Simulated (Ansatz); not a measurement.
All numbers were calculated with Ansatz.

A structure relaxed at PBE0-D4/def2-TZVP, charge 0, multiplicity 1:

Cartesian coordinates in Å:
```
B -1.088 -0.293 -1.628
S -1.108 0.868 -0.309
C 0.508 0.632 0.499
N 0.565 -0.629 1.194
H -2.072 -0.345 -2.301
H -0.126 -0.966 -1.833
H 0.635 1.524 1.127
H 1.275 0.650 -0.276
H -0.085 -0.649 1.969
H 1.496 -0.793 1.559
```

Q: Give its formula and SMILES.

A: CH6BNS, `BSCN`.

Q: Summarise the bond lengths by kind.

A: 1 × B–S 1.757 Å; 2 × B–H 1.192 to 1.193 Å; 1 × C–S 1.823 Å; 1 × C–N 1.441 Å; 2 × C–H 1.090 to 1.098 Å; 2 × H–N 1.012 to 1.013 Å.
